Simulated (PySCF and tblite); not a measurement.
The numbers below are computed, except where a source is named.
System: C₆H₁₀GeO, numbered as in [CH3:1][O:2][C:3]1=[CH:4][C@H:5]([GeH3:6])[CH:7]=[CH:8]1.

Motion: shift of H on C5 from C5 to C7. GFN2-xTB gives an electronic barrier of 29.3 kcal/mol and a reaction energy of 2.4 kcal/mol.

Tunnelling of the moving H, left out here, will speed the real process. DFT energies on a tight-binding saddle of a bond shift can be off by several kcal/mol. Spin–orbit effects of heavy atoms on shieldings are missing.

Problem. What does PBE0/pcSseg-1 + D3(BJ) give on GFN2-xTB geometries?

Solution. A barrier of 30.4 kcal/mol, 1.1 above the tight-binding barrier (from unrounded values), a reaction energy of 5.7 kcal/mol and, with GFN2-xTB thermal terms, ΔG‡(298 K) = 27.8 kcal/mol and k = 2.8×10⁻⁸ s⁻¹ (1 equivalent path).

Programs: tblite and PySCF.
